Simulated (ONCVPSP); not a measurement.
**Before and after: ONCV potential for Rb (Z = 37)**

rubidium (Rb), optimised norm-conserving Vanderbilt (ONCV), made with ONCVPSP 4.0.1 (PBE, scalar-relativistic). Core [Kr], reference 5s0.75 (charge +0.25). Waves: 5s: rc 4.00 bohr, ncon 4, nbas 9, qcut 1.7 1/bohr, 2 projectors, debl 2 Ha; p scattering state at 0.27 Ha: rc 4.25 bohr, ncon 4, nbas 8, qcut 1.6 1/bohr, 2 projectors, debl 3.4 Ha; d scattering state at 0.09 Ha: rc 3.90 bohr, ncon 3, nbas 6, qcut 2.3 1/bohr, 3 projectors, debl 0.6 Ha. Local part: polynomial inside 3.65 bohr (lpopt 5, dvloc0 4 Ha). Core correction: none.

In the p channel the program set the typed energies aside and used 0.050, 3.450 Ha. In the d channel the program set the typed energies aside and used 0.050, 0.650, 1.250 Ha.

All-electron outer shells of the reference configuration (PBE, scalar-relativistic, ld1.x):

| shell | level (eV) | outermost node (bohr) | outermost maximum (bohr) |
| --- | --- | --- | --- |
| 5s | -3.15 | 1.78 | 4.16 |

Change: local potential polynomial inside 3.65 bohr (lpopt 5, dvloc0 2.5 Ha).

Cutoffs: the cutoffs (Ha) at which the residual kinetic energy of the hardest occupied pseudo-wave falls to 1 and 0.1 mHa per electron; they do not see the model core or the augmentation charge, which bear on the density cutoff. Errors are all-electron minus pseudo energies relative to the spin-unpolarised reference configuration.

Problem. Predict the effect on cutoff, ghosts and configuration errors.

Solution. The potential gets neither clearly harder nor softer (1.1 Ha and 2.3 Ha → 1.1 Ha and 2.3 Ha); a bound ghost appears in s, which as a rule spoils a file; the errors of the 3 common tests hardly move; the range in which the d phases agree narrows (upper end 4.2 → 2.2). In the separable form a ghost depends on how the local part lies against the semilocal potential of the channel, so the choice of the local part can create or remove one.

| quantity | base | changed |
| --- | --- | --- |
| cutoff, loose | 1.1 Ha | 1.1 Ha |
| cutoff, tight | 2.3 Ha | 2.3 Ha |
| bound ghosts | none | s |
| GHOST(+) flags under 300 eV | s at 64.8 eV, p at 94.5 eV, p at 170.5 eV | p at 87.8 eV, s at 174.5 eV, s at 287.6 eV |
| tests with a reliable result | 3 of 4 | 3 of 4 |
| error for 5s1, meV [ΔE -0.67 eV] | +2.4 | +2.4 |
| error for 5s0.5, meV [ΔE 0.91 eV] | +7.3 | +7.3 |
| error for 4d0.5 5s0.5, meV [ΔE 0.45 eV] | +2.6 | +2.6 |
| s: phases at 4.05 bohr within 0.05 rad from the reference energy up to (Ha; the scan ends near 5) | 0.7 | 0.7 |
| p: phases at 4.32 bohr within 0.05 rad from the reference energy up to (Ha; the scan ends near 5) | 0.6 | 0.6 |
| d: phases at 3.95 bohr within 0.05 rad from the reference energy up to (Ha; the scan ends near 5) | 4.2 | 2.2 |

Base: The cutoffs count occupied waves only; projector 2 of the s channel, the hardest unoccupied one, needs 19 Ha at the loose tolerance. Changed file: The cutoffs count occupied waves only; projector 2 of the s channel, the hardest unoccupied one, needs 19 Ha at the loose tolerance. A true bound ghost makes a file unfit for plane-wave use even where its test errors are small: the radial tests pick states by their node count and pass the ghost by.
